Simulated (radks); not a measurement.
Values are calculated unless marked as measured or tabulated.
Question: Spherical quantum dot in the effective-mass picture: electrons in a parabolic well V = omega^2 r^2 / 2 with omega = 0.209, with a point charge +1 (a donor) at the centre, all in effective atomic units (hartree* = m*/eps^2 hartree, bohr* = eps/m* bohr), one dielectric constant everywhere. Level of theory: non-relativistic Kohn-Sham, PBE, spin-polarised, spherical densities (a radial shooting solver with Libxc functionals). Levels are named by radial order and angular momentum (1s, 1p, 1d, 2s, ...), and open shells are averaged over m. Results are scaled to m* = 0.031 and eps = 13.9, for which hartree* = 4.366 meV and bohr* = 23.73 nm. At N = 2 the configuration is 1s2. Does electron 3 go into 1p up or 2s up?

Answer: Into 1p up. The total energies of the other choices lie higher by 0.328 meV (2s up).
